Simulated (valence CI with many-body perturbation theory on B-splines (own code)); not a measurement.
**Which ion has this spectrum?**

A relativistic CI+MBPT calculation for an atom or ion with 32 electrons gives these levels (cm⁻¹):

| J | Parity | E | g |
| --- | --- | --- | --- |
| 0 | even | 0.0 |  |
| 1 | even | 5132 | 1.50 |
| 2 | even | 9891 | 1.44 |
| 2 | even | 23758 | 1.06 |
| 0 | even | 45249 |  |
| 2 | odd | 112957 | 1.99 |
| 1 | odd | 148365 | 0.54 |
| 2 | odd | 148501 | 1.19 |
| 3 | odd | 150263 | 1.33 |
| 0 | odd | 168799 |  |
| 1 | odd | 169345 | 1.46 |
| 2 | odd | 169988 | 1.46 |
| 2 | odd | 187936 | 1.03 |
| 1 | odd | 209038 | 1.76 |

The energies are calculated, with errors of about 110 cm⁻¹, more in some levels.

Task: Which is it?
A. Br3+
B. Rb5+
C. Sr6+
D. Kr4+

Result: B. Rb5+, ground level 4s²4p² ³P_0.
